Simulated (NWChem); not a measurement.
## Basis-set convergence for H₄ClInO

SMILES: O.[Cl][InH2]
```xyz
7

In    -0.6494    -0.0230     0.1224
H     -1.0662     0.2667     1.7647
H     -1.5057    -0.5651    -1.2743
Cl     1.4154     1.1397    -0.5044
O      0.9622    -1.7885     0.3028
H      1.6963    -1.1846     0.0617
H      0.9375    -2.4577    -0.3980
```
Charge 0, spin multiplicity 1.

Everything below was run with NWChem. All single points use one geometry, from B3LYP/def2-SVP with def2 effective core potentials on In, a minimum by its harmonic frequencies.

Quantity: dipole moment at the level PBE.

Effective core potentials replace the inner electrons of In; spin-orbit coupling is left out. The structure started from a generated list of species.

The cost column gives rough processor time relative to def2-SVP; each entry includes its own SCF.

```tsv
basis	functions	dipole moment (D)	relative cost
def2-SVP	78	3.32	1
def2-SVPD	114	3.36	4
def2-TZVP	142	3.33	4
def2-TZVPD	178	3.31	10
def2-TZVPP	179	3.31	9
```

Smallest basis within 0.1 D of def2-TZVPP, the largest set run: def2-SVP, with 78 functions against 179 and about 10 % of the time (also within reach: def2-SVPD, def2-TZVP, def2-TZVPD). def2-TZVPP isn't the basis-set limit itself, and a small set can land close by cancellation.
